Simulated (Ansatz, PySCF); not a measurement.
System: InBr, charge 0, multiplicity 1. 
Geometry from a B3LYP-D3(BJ)/def2-TZVP (Ansatz, a first-principles code) optimisation:
SMILES: [In][Br]
```xyz
2

In     0.0000     0.0000    -1.0815
Br     0.0000     0.0000     1.5141
```
Charge 0, spin multiplicity 1.

Quantity: atomisation energy (electronic, to ground-state atoms), in kcal/mol. Valence correlation only, unless marked. UHF or UKS for open shells. No spin-orbit coupling. The frozen core is the preceding noble-gas configuration, with the filled d and f shells of earlier blocks. In def2 rows, elements after Kr have scalar-relativistic effective core potentials. STO-3G rows are all-electron and non-relativistic. The coupled-cluster limit lacks core correlation, which all-electron functionals hold. Basis-set limits of correlation are two-point, X^-3; Hartree-Fock from the larger set.

```tsv
level	program	atomisation energy (kcal/mol)
M06-L-D4/def2-TZVPD	PySCF + dftd4	97.5
```

Task: Estimate the value at CCSD(T)/CBS(def2-TZVPPD,def2-QZVPPD) as computed with Ansatz.

Result: 97.6 kcal/mol
